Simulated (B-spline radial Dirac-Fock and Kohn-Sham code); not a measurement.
**Hg 4d5/2: cross section and angular parameters**

System: the Hg atom, configuration 1s2 2s2 2p6 3s2 3p6 3d10 4s2 4p6 4d10 4f14 5s2 5p6 5d10 6s2; threshold 358.8 eV (tabulated edge). Method: Dirac-Hartree-Slater photoionisation with a Latter tail; cross sections with all multipoles, angular parameters from the dipole term and its interference with E2. Computed with a radial finite-basis atomic code.

```
hν (eV)  σ (kb)       β       γ      δ
    520     347  -0.481  -0.151  0.145
    551       ?       ?       ?      ?
    606     383   0.000   0.021  0.144
    620     385   0.064   0.050  0.138
   1000     294   0.908   0.142  0.024
   1130     253   1.025   0.082  0.013
   1300     207   1.129   0.018  0.007
   1370     190   1.161  -0.002  0.006
 1486.9     166   1.204  -0.028  0.006
   1810     116   1.282  -0.052  0.010
   2000    95.8   1.310  -0.044  0.013
   2500    59.7   1.346   0.024  0.023
 2984.4    39.7   1.354   0.124  0.032
   3550    26.0   1.346   0.254  0.044
   4000    19.1   1.334   0.360  0.052
   5750    7.11   1.266   0.744  0.087
   5960    6.41   1.257   0.786  0.091
   6410    5.19   1.237   0.871  0.100
 9251.7    1.71   1.123   1.320  0.157
```

Q: Give the values at 551 eV.

A: σ = 365 kb, β = -0.290, γ = -0.100, δ = 0.154.
